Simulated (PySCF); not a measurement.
Compound: 1-butanesulfonyl chloride, C₄H₉ClO₂S.
Structure used (GFN2-xTB), in Å, numbered top down from 1:
```
atom  x, y, z in Å
C1    -2.2806   -0.7854    0.1355
C2    -0.9832   -0.2226   -0.4329
C3    -0.2239    0.5917    0.6125
C4     1.0880    1.1088    0.0686
S5     2.0865   -0.3469   -0.3302
O6     1.9802   -1.3401    0.6869
O7     1.9358   -0.7349   -1.6945
Cl8    3.9683    0.4326   -0.1767
H9    -2.0730   -1.4497    0.9705
H10   -2.9263    0.0169    0.4860
H11   -2.8147   -1.3483   -0.6247
H12   -1.2067    0.4098   -1.2952
H13   -0.3486   -1.0415   -0.7749
H14   -0.8397    1.4305    0.9485
H15   -0.0107   -0.0411    1.4762
H16    1.6553    1.6774    0.7984
H17    0.9866    1.6550   -0.8638
```

Computed at PBE0/pcSseg-1 (PySCF, non-relativistic), with Q(33S) = −0.0678 b, Q(17O) = −0.0256 b, Q(35Cl) = −0.0817 b: S5, 33S (I = 3/2): χzz = -15.47 MHz, η = 0.063; O6, 17O (I = 5/2): χzz = -7.643 MHz, η = 0.286; O7, 17O (I = 5/2): χzz = -7.806 MHz, η = 0.318; Cl8, 35Cl (I = 3/2): χzz = -67.75 MHz, η = 0.057.

Find the zero-field quadrupole resonance frequencies of 33S at S5.

From ν = (|χ|/2)√(1 + η²/3): ν = 7.741 MHz (sulfonyl sulfur).

Where would the pure quadrupole (NQR) lines of 17O at O6 fall for the rigid, isolated species?

From the eigenvalues of H = χ/[4I(2I − 1)] × [3Iz² − I(I + 1) + η(Ix² − Iy²)], steps between neighbouring levels, labelled as for η = 0: ±1/2↔±3/2 1.244 MHz, ±3/2↔±5/2 2.257 MHz (sulfonyl oxygen).

Find the zero-field quadrupole resonance frequencies of 17O at O7.

From the eigenvalues of H = χ/[4I(2I − 1)] × [3Iz² − I(I + 1) + η(Ix² − Iy²)], steps between neighbouring levels, labelled as for η = 0: ±1/2↔±3/2 1.294 MHz, ±3/2↔±5/2 2.297 MHz (sulfonyl oxygen).

Find the zero-field quadrupole resonance frequencies of 35Cl at Cl8.

From ν = (|χ|/2)√(1 + η²/3): ν = 33.89 MHz (chlorine bonded to S). For 37Cl the ratio of quadrupole moments, 0.7881, gives 26.71 MHz.

Apply the simplest Townes–Dailey estimate (no s hybridisation, no π bonding), ionic character = 1 − χzz/χ0, where χ0 is the coupling for one missing p electron along the bond: −109.74 MHz for 35Cl.

Cl8 on S5: 1 − (-67.75)/(-109.74) = 0.38. In this model a purely covalent bond gives χ0 and a free halide ion gives zero; s hybridisation or π bonding, where present, is counted here as ionic character.

In a crystal, neighbours and librations shift these lines. GFN2-xTB bond lengths can be off by several hundredths of an ångström, more for odd bonds, and the gradients follow them. A larger basis could move these couplings by a tenth or more.

One conformer stands for the species.
